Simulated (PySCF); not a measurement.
# N⁺: ionisation energy

N⁺ [He] 2s2 2p2 (3P) → N²⁺ [He] 2s2 2p1 (2P), as a difference of total energies. Computed with PySCF 2.14 in aug-cc-pwCVTZ (7s6p4d2f, 59 functions), with no relativity, point nucleus. Correlated levels: valence: 1s2 frozen; valence and next inner shell: nothing frozen. The calculations carry no spin-orbit coupling.

```tsv
method	ionisation energy (eV)	difference from reference (eV)
UHF	29.189	-0.412
LDA	30.044	+0.443
PBE	29.891	+0.290
PBE0	29.900	+0.299
r2SCAN	30.124	+0.523
wB97X	29.735	+0.134
TPSS	29.833	+0.232
wB97M-V	29.608	+0.007
PBEsol	29.819	+0.218
MP2 (valence)	29.618	+0.017
SCS-MP2 (valence)	29.476	-0.125
MP2 (valence and next inner shell)	29.661	+0.060
SCS-MP2 (valence and next inner shell)	29.506	-0.095
```

Reference: 29.601 eV (semi-empirical (NIST evaluation); NIST Atomic Spectra Database, ionization energies).

Errors of the correlated levels include the incompleteness of this basis and the frozen core.
